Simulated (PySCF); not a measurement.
Method: PBE-D3(BJ)/def2-TZVP // PBE0-D4/def2-TZVP in PySCF 2.14.0. All species are isolated molecules in the gas phase. Excitations are Tamm–Dancoff values on a coarser integration grid. The basis has no diffuse functions, so Rydberg states are missing or too high.

Reference species (SMILES): `[SiH3]Cl` (neutral, multiplicity 1).

```
Quantity            Value
---------------  --------
S1–T1 gap (TDA)   0.36 eV
HOMO             -7.65 eV
LUMO             -0.97 eV
```

Changed species: `C[SiH2]Cl` (X = methyl; the reference has X = H).

Q: Give the shifts of the S1–T1 gap (TDA), HOMO and LUMO.

A: the S1–T1 gap (TDA) goes up by 0.02 eV, to 0.38 eV; the HOMO rises by 0.26 eV, to -7.39 eV; the LUMO increases by 0.54 eV, to -0.43 eV.
